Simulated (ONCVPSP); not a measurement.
**Rb (Z = 37): variants of one ONCV potential**

Base potential:

Rb (Z = 37), optimised norm-conserving Vanderbilt (ONCV), made with ONCVPSP 4.0.1 (LDA (Perdew-Zunger), scalar-relativistic). Core [Ar] 3d10, reference 4s2 4p6 5s1. Waves: 4s+5s: rc 1.95 bohr, ncon 4, nbas 7, qcut 5.9 1/bohr, 3 projectors, debl 3.8 Ha; 4p: rc 2.30 bohr, ncon 4, nbas 8, qcut 7.2 1/bohr, 2 projectors, debl 1.4 Ha; d scattering state at 0.3 Ha: rc 1.75 bohr, ncon 4, nbas 7, qcut 4.8 1/bohr, local. Local part: the d channel. Core correction: polynomial model core, fcfact 0.75.

All-electron outer shells of the reference configuration (LDA (Perdew-Zunger), scalar-relativistic, ld1.x):

| shell | level (eV) | outermost node (bohr) | outermost maximum (bohr) |
| --- | --- | --- | --- |
| 4s | -31.97 | 0.62 | 1.25 |
| 4p | -16.03 | 0.64 | 1.42 |
| 5s | -2.37 | 1.79 | 4.22 |

Cutoffs, loose and tight: the cutoffs (Ha) at which the residual kinetic energy of the hardest occupied pseudo-wave falls to 1 and 0.1 mHa per electron. They do not see the model core or the augmentation charge, which bear on the density cutoff. Test errors are all-electron minus pseudo excitation energies from the reference, over the configurations 4s2 4p6 5s0; 4s2 4p6 5s0.5; 4s2 4p6 5s0 5p1; 4s2 4p5 5s1. A dash means not determined; rows that change the core or the reference have their own tests.

```tsv
change	outcome	cutoff, loose	cutoff, tight	bound ghosts	GHOST(+) flags above zero	largest test error (meV)
base	generated	13 Ha	15 Ha	none	s, p	-13
p: rc 1.8	generated	16 Ha	20 Ha	none	s	-4.3
p: rc 2.12	generated	13 Ha	16 Ha	none	s	-8.1
p: rc 2.66	generated	13 Ha	15 Ha	none	s, p	-13
p: rc 2.8	generated	13 Ha	15 Ha	none	s	-8.4
p: rc 3.1	failed: ERROR pspot: first pseudo wave function has node, program will stop	–	–	–	–	–
p: rc 3.34	generated	13 Ha	15 Ha	none	s	-51
```

**Question.** What comes out with this change to the base: p: rc 1.68?

**Answer.** outcome: failed: test_data: rc < rc(lloc) for l = 1. Not allowed.. Cause: the input breaks a rule of the program: no channel may have a smaller radius than the local channel.

Reading the sweep of the p radius (base included, trends over the rows without a ghost): The loose cutoff falls from 16 Ha at 1.8 to 13 Ha at 3.34 bohr. A larger radius leaves more room for a smooth pseudo-wave, so fewer plane waves are needed; a smaller one forces it to follow the all-electron wave where it bends sharply. The median size of the test errors (rows with all tests solved) is not monotonic: lowest 0.1 meV at 1.8 bohr, highest 2.7 meV at 2.3 bohr. The generation fails at 1.68, 3.1 bohr.
